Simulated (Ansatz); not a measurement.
# Worked example: the barrier

An elementary step of SiN2H6S, closed shell (SiN₂H₆S ([NH2][SiH]([NH2])[SH]) → SiN₂H₄S ([NH2][Si]([NH2])[S]) + H₂; bonds formed: H2–H4; bonds broken: Si1–H2, S3–H4). “Start” is the structure reached by relaxing down from the saddle towards the reactants; PBE0-D4/def2-TZVP structures. The saddle:

| atom | x (Å) | y (Å) | z (Å) |
| --- | --- | --- | --- |
| Si1 | -0.2815 | 0.0851 | -0.1736 |
| H2 | 0.5840 | -0.7251 | -1.3999 |
| S3 | -1.7924 | 0.4294 | -1.4654 |
| H4 | -0.2990 | -0.4187 | -1.8172 |
| N5 | 0.7480 | 1.3276 | 0.3135 |
| N6 | -0.4311 | -1.0569 | 1.0569 |
| H7 | 0.8356 | 2.1586 | -0.2462 |
| H8 | 1.4849 | 1.2263 | 0.9905 |
| H9 | 0.2686 | -1.2376 | 1.7565 |
| H10 | -1.1173 | -1.7886 | 0.9848 |

Program: Ansatz 0.2.0. Basis: def2-TZVPP and def2-QZVPP. Cores are frozen in the correlated methods.

Energies in eV:

| quantity | saddle | start |
| --- | --- | --- |
| Hartree–Fock, triple zeta (X = 3) | -21740.41659 | -21742.88375 |
| Hartree–Fock, quadruple zeta (X = 4) | -21741.14224 | -21743.60693 |
| MP2 correlation, X = 3 | -20.53195 | -19.93590 |
| MP2 correlation, X = 4 | -22.12071 | -21.49460 |
| CCSD(T) correlation, X = 3 | -22.45412 | -21.94848 |

Question: Work out the barrier at the basis limit: extrapolate Hartree–Fock as E(X) = E∞ + A exp(−7.88 √X) and the MP2 correlation as E(X) = E∞ + B X^−2.97 (the exponents that Neese and Valeev fitted for def2-TZVPP and QZVPP), then add CCSD(T) − MP2 in triple zeta.

Answer: Each step is linear, so take the differences first (saddle − start): Hartree–Fock 2.46716 (X = 3) and 2.46469 (X = 4); MP2 correlation -0.59605 and -0.62611; CCSD(T) correlation -0.50564.
Two points give E∞ = E(4) + w [E(4) − E(3)], with w = 1/(exp(7.88 (2 − √3)) − 1) = 0.1377 for Hartree–Fock and w = 1/((4/3)^2.97 − 1) = 0.7407 for the correlation.
Hartree–Fock: 2.46469 + 0.1377 × (-0.00247) = 2.4643 eV.
MP2 correlation: -0.62611 + 0.7407 × (-0.03006) = -0.6484 eV.
CCSD(T) − MP2: -0.50564 − (-0.59605) = 0.0904 eV.
Sum: 2.4643 + (-0.6484) + 0.0904 = 1.9063 eV, or 43.96 kcal/mol. Plain CCSD(T) in triple zeta gives 1.9615 eV, so the larger basis shifts the result by -0.0552 eV.

No T1 diagnostic of these runs exceeds 0.013.

Labels in which every atom is bracketed show which atoms are joined, not bond orders.

For scale, one of the runs: CCSD(T)/def2-TZVPP, 230 basis functions (an equivalent command: `ansatz run in.yaml --threads 4`). Time: 63 s of wall clock on 4 CPU threads; the host was shared. Peak host memory: 3.7 GiB.
